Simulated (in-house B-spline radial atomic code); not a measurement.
**RPA and G0W0 on BLYP: the barium ion Ba⁵⁺**

Configuration [Kr] 4d10 5s2 5p3, highest spin, mean-field start BLYP. Computed with an all-electron radial atomic-structure program (B-spline basis): all electrons, scalar-relativistic (spin-free one-electron X2C), finite nucleus, each spin shell either full or empty, empty states to l = 9 with an (l + 1/2)⁻⁴ tail; G0W0 by contour deformation at full frequency.

Spin-orbit coupling, left out, splits p levels strongly here.

Command:
```bash
python run_gw.py task.json out
```
Settings (radii: box in bohr, nucleus in fm):
```
Z                        56
electrons                51
configuration            [Kr] 4d10 5s2 5p3
hamiltonian              x2c
method                   b88,lyp
lmax                     9
rms_radius               4.8378
spin_polarised           True
box_radius               10.43
intervals                67
```

Time taken, with all properties: 5.2 s on 1 thread of Intel(R) Xeon(R) Platinum 8375C CPU @ 2.90GHz, on a shared host.

Energies (hartree):

| term | value |
| --- | --- |
| mean-field total | -8129.33703 |
| Hartree-Fock functional on these orbitals | -8126.03734 |
| direct second order | -4.7179 |
| second-order exchange | 1.2904 |
| SOSEX correction | 1.2048 |

**Question.** What is the RPA correlation energy, and what remains with SOSEX?

**Answer.** RPA gives -4.1461 hartree (-2.21 eV per electron); RPA + SOSEX gives -2.9413, and the second-order doubles -3.4274 hartree (no singles). SOSEX takes back 29 % of the RPA value.

Quasi-particle levels (eV):

```tsv
level	occupied	mean field	Σx - vxc	Σc	QP weight	G0W0
5p up	yes	-67.33	-6.32	?	?	?
5s down	yes	-81.41	-3.23	-3.09	0.953	-87.73
4d down	yes	-143.14	-14.27	2.06	0.912	-155.35
5p down	no	-64.54	8.16	-3.02	0.940	-59.40
```

G0W0 = mean field + (Σx - vxc) + Σc, with Σc (partial-wave tail included) taken at the quasi-particle energy. Only the outer levels were computed. Levels of low weight are left out.

**Question.** Where does G0W0 put 5p up?

**Answer.** At -74.30 eV, with Σc = -0.65 eV and a quasi-particle weight of 0.938. The tabulated removal energy is 71 ± 2 eV (NIST, tabulated theory); the calculation leaves out spin-orbit coupling, Breit and QED terms, and what these don't explain is the method's own error.
